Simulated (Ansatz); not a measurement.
Total energies of C2H5InOSi.

Z-matrix (Å, degrees):
```
C
In 1 2.237
H 1 1.094 2 111.3
H 1 1.094 2 111.3 3 -120.4
H 1 1.094 2 109.8 3 119.7
Si 2 3.144 1 97.3 3 56.7
C 6 1.877 2 86.0 1 165.7
H 6 1.514 2 167.2 1 94.3
H 6 1.508 2 91.5 1 -105.4
O 7 1.130 6 171.4 2 -55.5
```

The species carries charge 0 and has multiplicity 1. Correlated methods include outer-core shells of In, which these sets cover unevenly. In takes the def2 core potential. The bonds changed during the relaxation, so this is another structure than the one it started from. All single points use the PBE0-D4/def2-TZVP geometry. Basis def2-TZVPP, Ansatz.

RPA on PBE orbitals: Hartree–Fock energy of these orbitals -631.58140 Eh, correlation -1.52066 Eh (frozen core).

| functional | energy without D4 (Eh) | D4 term (kJ/mol) |
| --- | --- | --- |
| r2SCAN | -634.04338 | -5.8 |
| PBE-QIDH | -633.45760 | – |

**Question.** Give the same for LDA (SPW92), PBE, revPBE, BLYP, B97M-V, PBE0, B3LYP, r2SCANh, r2SCAN0, HSE06 (plane-wave form), BHLYP, CAM-B3LYP, LC-ωPBE, ωB97X-V, ωB97M-V, B2PLYP. (An estimate is asked.)

**Answer.** Computed: 
| functional | energy without D4 (Eh) | D4 term (kJ/mol) |
| --- | --- | --- |
| LDA (SPW92) | -631.32911 | – |
| PBE | -633.75982 | -24.8 |
| revPBE | -634.04164 | -63.5 |
| BLYP | -634.00812 | -52.7 |
| B97M-V | -633.99396 | – |
| PBE0 | -633.78065 | -21.4 |
| B3LYP | -634.18248 | -40.6 |
| r2SCANh | -634.01559 | -6.4 |
| r2SCAN0 | -633.97576 | -7.2 |
| HSE06 (plane-wave form) | -633.76537 | -20.3 |
| BHLYP | -633.90970 | -36.8 |
| CAM-B3LYP | -633.99133 | -22.4 |
| LC-ωPBE | -633.89517 | – |
| ωB97X-V | -633.95559 | – |
| ωB97M-V | -633.94734 | – |
| B2PLYP | -633.63115 | – |

B3LYP takes the VWN-RPA correlation (the form of Gaussian; ORCA's B3LYP/G). HSE06 is the plane-wave form, built on full-range PBE exchange. The double hybrids freeze the cores in their second-order part.

LC-ωPBE has ω = 0.4 bohr⁻¹.
